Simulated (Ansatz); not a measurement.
`[SiH3][O][Ge][Cl]` + HBr → `[Cl][Ge][Br]` + `O[SiH3]` at 600 K and 1 bar (ligand exchange at a Ge–O bond).

Gas-phase electronic energies from Ansatz, PBE0-D4/def2-TZVP geometries. CCSD(T)/CBS adds triple-zeta CCSD(T) − MP2 to the extrapolated MP2 energy (def2 sets, frozen cores). For Br, Ge outer-core shells are correlated without core-valence functions, which leaves a few kJ/mol of doubt a bond. Scalar relativity is left out up to krypton. Each species was taken in one conformer, which may not be the lowest.

```csv
species,CCSD(T)/CBS energy (Eh),H − E (kJ/mol),S (J/(mol·K))
`[SiH3][O][Ge][Cl]`,-2902.05095,132.0,425.9
HBr,-2573.91920,33.5,219.1
`[Cl][Ge][Br]`,-5109.28758,35.5,352.0
`O[SiH3]`,-366.69042,135.7,307.9
```

H − E and S are ideal-gas, rigid-rotor, harmonic terms from PBE0-D4/def2-TZVP, for one conformer and one mirror image of each species. 1 Eh = 2625.50 kJ/mol, R = 8.31446 J/(mol·K).

Task: By hand: ΔE, ΔH, ΔS and ΔG.

Result: ΔE = (-5109.28758) + (-366.69042) − (-2902.05095) − (-2573.91920) = -0.00785 Eh = -20.6 kJ/mol. Δ(H − E) = 35.5 + 135.7 − 132.0 − 33.5 = 5.7, so ΔH = -14.9 kJ/mol. ΔS = 352.0 + 307.9 − 425.9 − 219.1 = 14.9 J/(mol·K). ΔG = -14.9 − 600 × (14.9)/1000 = -23.8 kJ/mol.

Task: By hand: the equilibrium constant, and the temperature at which ΔG would vanish if ΔH and ΔS stayed fixed.

Result: log₁₀ K = −ΔG/(RT ln 10) = 2.1. ΔH and −TΔS have one sign here, so there is no such temperature.

TΔS isn't small against ΔH here. A doubt of 5 kJ/mol in ΔE shifts log₁₀ K by 0.4 here. Other conformers and mirror images would add mixing entropy, several J/(mol·K) or more a flexible species. These are equilibria of isolated gas molecules and say nothing of rates. Largest T1 diagnostic: 0.014 (customary marks: 0.02 for closed shells, 0.045 for open ones).
